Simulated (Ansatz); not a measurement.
Molecule: sum formula H₂BO₂ (charge 0, doublet). It need not be the lowest isomer of its formula. 
Geometry from a B3LYP-D3(BJ)/def2-TZVP (Ansatz, an electronic-structure program) optimisation:
```
B
O 1 1.3477
H 2 0.9710 1 116.96
O 1 1.3477 2 129.88 3 0.00
H 4 0.9710 1 116.96 2 0.00
```
Charge 0, spin multiplicity 2.

Basis-set convergence of Hartree-Fock and CCSD(T) correlation energies (hartree) with Ansatz. Correlated levels leave the core frozen unless marked. Open shells are spin-unrestricted. Spin-orbit coupling is left out. No relativistic terms.

```
basis    functions       E(HF)  E(corr, CCSD(T))
-------  ---------  ----------  ----------------
cc-pVDZ          -  -175.62268          -0.46151
cc-pVTZ        118           …                 …
```

Q: Complete the blanks.

A: 
- cc-pVTZ, E(HF): -175.68559
- cc-pVTZ, E(corr, CCSD(T)): -0.58461
